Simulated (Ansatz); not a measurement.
System: sum formula BNH, net charge 0, doublet state. It need not be the lowest isomer of its formula. 
Coordinates optimised at B3LYP-D3(BJ)/def2-TZVP (Ansatz, a quantum-chemistry and plane-wave program):
```xyz
3

B      0.0000     0.0000    -0.8356
N      0.0000     0.0000     0.3981
H      0.0000     0.0000     1.3912
```
Charge 0, spin multiplicity 2.

Property: vertical electron affinity (to the singlet state of charge -1; a negative value means that the extra electron is unbound and the number depends on the basis; each state is the SCF solution reached for its spin), in eV. Correlated levels leave the core frozen unless marked. UHF or UKS for open shells. Spin-orbit coupling is left out. No relativistic terms. Anions need diffuse functions: aug- sets have them; def2-D sets add few. CBS marks a two-point X^-3 extrapolation of the correlation energy; Hartree-Fock from the larger set.

```json
[
 {"level": "PBE/def2-TZVPD", "program": "Ansatz", "vertical electron affinity (eV)": "1.61"},
 {"level": "BHLYP/def2-TZVPD", "program": "Ansatz", "vertical electron affinity (eV)": "1.56"},
 {"level": "CAM-B3LYP/def2-TZVPD", "program": "Ansatz", "vertical electron affinity (eV)": "1.74"},
 {"level": "wB97M-V/def2-TZVPD", "program": "Ansatz", "vertical electron affinity (eV)": "1.80"},
 {"level": "wB97X/def2-TZVPD", "program": "Ansatz", "vertical electron affinity (eV)": "1.76"},
 {"level": "CCSD/def2-SVPD", "program": "Ansatz", "vertical electron affinity (eV)": "1.31"},
 {"level": "CCSD/aug-cc-pVQZ", "program": "Ansatz", "vertical electron affinity (eV)": "1.59"},
 {"level": "CCSD(T)/def2-SVPD", "program": "Ansatz", "vertical electron affinity (eV)": "1.37"},
 {"level": "CCSD(T)/aug-cc-pVTZ", "program": "Ansatz", "vertical electron affinity (eV)": "1.64"},
 {"level": "CCSD(T)/CBS(aug-cc-pVTZ,aug-cc-pVQZ)", "program": "Ansatz", "vertical electron affinity (eV)": "1.68"}
]
```
